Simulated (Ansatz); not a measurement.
CrF₄, SMILES [F][Cr-]([F])([F])[F] (connectivity only; charge and spin as stated), charge -1, multiplicity 4. Atoms are numbered in the order given.

```xyz
5

Cr     0.0000     0.0000     0.0000
F      0.9464     0.9464     1.2386
F      0.9464    -0.9464    -1.2386
F     -0.9464     0.9464    -1.2386
F     -0.9464    -0.9464     1.2386
```
Charge -1, spin multiplicity 4.

The structure is a stationary point at B3LYP-D3(BJ)/def2-SVPD. The spin state was assumed, not searched.

Two levels are set side by side: PBE-D3(BJ)/def2-SVPD (Ansatz, an electronic-structure program) and B3LYP-D3(BJ)/def2-SVPD (Ansatz). Each level has its own optimised geometry; the coordinates shown are those of the second. Differences are taken from unrounded values.

```json
[
 {"quantity": "mean bond length (Å)", "B3LYP-D3(BJ)": "1.824", "PBE-D3(BJ)": "1.830", "PBE-D3(BJ) minus B3LYP-D3(BJ)": "0.007"},
 {"quantity": "bond Cr1–F2 (Å)", "B3LYP-D3(BJ)": "1.824", "PBE-D3(BJ)": "1.830", "PBE-D3(BJ) minus B3LYP-D3(BJ)": "0.007"},
 {"quantity": "bond Cr1–F3 (Å)", "B3LYP-D3(BJ)": "1.824", "PBE-D3(BJ)": "1.830", "PBE-D3(BJ) minus B3LYP-D3(BJ)": "0.007"},
 {"quantity": "bond Cr1–F4 (Å)", "B3LYP-D3(BJ)": "1.824", "PBE-D3(BJ)": "1.830", "PBE-D3(BJ) minus B3LYP-D3(BJ)": "0.007"},
 {"quantity": "bond Cr1–F5 (Å)", "B3LYP-D3(BJ)": "1.824", "PBE-D3(BJ)": "1.830", "PBE-D3(BJ) minus B3LYP-D3(BJ)": "0.007"}
]
```

GGA bonds tend to be longer and softer than those of functionals with exact exchange. Differences between two approximate levels are no errors against the true value.
